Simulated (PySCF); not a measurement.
The numbers are results of PySCF with CAM-B3LYP-D3(BJ)/def2-TZVP, not measurements. Isolated molecules, 0 K electronic values unless said otherwise. One relaxed conformer stands for a flexible species; it need not be the lowest. Excitations are Tamm–Dancoff values on a coarser integration grid. The basis has no diffuse functions, so Rydberg states are missing or too high.

Reference species (SMILES): `C=C(Cl)/C=C/[SiH3]` (Cl–C–C–C torsion 0°) (neutral, multiplicity 1).

The HOMO comes out as -8.42 eV and the S1 excitation (TDA) is 5.93 eV.

Changed species: `[SiH3]/C=C\C=C/Cl` (C–C–C–C torsion 180°).

Problem. Predict the effect on the HOMO and S1 excitation (TDA).

Solution. the HOMO rises by 0.25 eV, to -8.17 eV; the S1 excitation (TDA) decreases by 0.42 eV, to 5.51 eV.
